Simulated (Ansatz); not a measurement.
Reactions of H14Si6 (`[SiH3][SiH2][SiH2][SiH2][SiH2][SiH3]`).

Program: Ansatz. Geometries: PBE0-D4/def2-TZVP. ΔE: electronic, gas phase. CCSD(T)/CBS adds triple-zeta CCSD(T) − MP2 to the extrapolated MP2 energy (def2 sets, frozen cores). This one scheme is used for every species. No spin–orbit coupling; open shells (•) take unrestricted orbitals. For Ge outer-core shells are correlated without core-valence functions, which leaves a few kJ/mol of doubt a bond. Scalar relativity is left out up to krypton. One conformer a species, not always the lowest.

**Question.** Order these by ΔE at CCSD(T)/CBS, lowest first. (Best estimate.)
A. `[SiH3][SiH2][SiH2][SiH2][SiH2][SiH3]` + `[NH2][GeH3]` → `N[SiH2][SiH3]` + `[SiH3][SiH2][SiH2][SiH2][GeH3]`
B. `[SiH3][SiH2][SiH2][SiH2][SiH2][SiH3]` + `N[SiH2][GeH3]` → `[SiH3][SiH2][SiH2][SiH2][GeH3]` + `N[SiH2][SiH2][SiH3]`
C. `[SiH3][SiH2][SiH2][SiH2][SiH2][SiH3]` + NH₃ → `N[SiH2][SiH2][SiH3]` + trisilane
D. `[SiH3][SiH2][SiH2][SiH2][SiH2][SiH3]` + H–F → `F[SiH2][SiH3]` + `[SiH3][SiH2][SiH2][SiH3]`
E. `[SiH3][SiH2][SiH2][SiH2][SiH2][SiH3]` + `FBS` → `FB(S)[SiH2][SiH3]` + `[SiH3][SiH2][SiH2][SiH3]`
F. `[SiH3][SiH2][SiH2][SiH2][SiH2][SiH3]` + `BS` → `BS[SiH2][SiH2][SiH3]` + trisilane
G. `[SiH3][SiH2][SiH2][SiH2][SiH2][SiH3]` → 2 `[SiH2][SiH2][SiH3]`•
H. `[SiH3][SiH2][SiH2][SiH2][SiH2][SiH3]` + `OBF` → `FBO[SiH2][SiH3]` + `[SiH3][SiH2][SiH2][SiH3]`

**Answer.** D (-97.1 kJ/mol), H (-59.7 kJ/mol), A (-48.8 kJ/mol), F (-34.0 kJ/mol), C (-15.4 kJ/mol), B (+2.6 kJ/mol), E (+33.6 kJ/mol), G (+327.7 kJ/mol).

Largest T1 diagnostic: 0.015, for `[SiH2][SiH2][SiH3]`•.
